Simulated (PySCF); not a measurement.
C4H5OSi (charge -1).
SMILES with atom numbers: `[O-:1][C:2]1=[CH:3][CH:4]=[CH:5][SiH2:6]1` (hydrogens: H7 on C3; H8 on C4; H9 on C5; H10, H11 on Si6)

A GFN2-xTB structure was refined with PBE0-D3(BJ)/def2-TZVP geometry optimisation, gas phase in PySCF. Its GFN2-xTB values:

```tsv
coordinate	GFN2-xTB
O1–C2	1.257 Å
C2=C3	1.394 Å
C2–Si6	1.938 Å
C3–C4	1.408 Å
C3–H7	1.085 Å
C4=C5	1.366 Å
C4–H8	1.092 Å
C5–Si6	1.850 Å
C5–H9	1.083 Å
Si6–H10	1.482 Å
O1–C2–C3	127.5°
O1–C2–Si6	126.5°
C2–C3–C4	116.2°
C2–Si6–C5	90.5°
C3–C2–Si6	106.0°
C3–C4–C5	119.1°
C4–C5–Si6	108.2°
```

Question: How do these coordinates change at the PBE0-D3(BJ)/def2-TZVP level?

Answer: 
```
coordinate  PBE0-D3(BJ)/def2-TZVP (Å or °)  change
   Si6–H10                           1.505  +0.023
     C3–C4                           1.427  +0.019
    C2–Si6                           1.957  +0.019
    C5–Si6                           1.833  -0.017
     C2=C3                           1.408  +0.014
     O1–C2                           1.244  -0.013
     C4=C5                           1.375  +0.009
     C4–H8                           1.094  +0.002
     C3–H7                           1.087  +0.002
     C5–H9                           1.082  -0.001
 C2–Si6–C5                            94.7    +4.2
 C4–C5–Si6                           104.0    -4.2
 C3–C2–Si6                           102.6    -3.4
  C3–C4–C5                           122.5    +3.4
  O1–C2–C3                           129.9    +2.4
 O1–C2–Si6                           127.5    +1.0
  C2–C3–C4                           116.2     0.0
```

The energy falls by 2.2 kcal/mol over 7 energy and gradient evaluations, the largest force component goes from 0.0263 to 2.1e-04 Eh/bohr, and the atoms move by 0.038 Å rms after alignment. Among the bonds, Si6–H10 and Si6–H11 change most and about equally (+0.023 Å). Bonds longer at the end by more than 0.005 Å: 6 of 11; shorter: 2. Rotational constants go from 4715, 3160, 1932 to 4902, 3039, 1916 MHz.

The run used 222 basis functions and 54 SCF cycles in all. Time: 1.7 min; peak memory 0.95 GiB. Hardware: one thread of an Arm Neoverse V1, shared host with 32 logical CPUs at a one-minute load of 28.

No frequency check. Geometry: PBE0-D3(BJ)/def2-TZVP; no solvent, vibrations or thermal averaging.
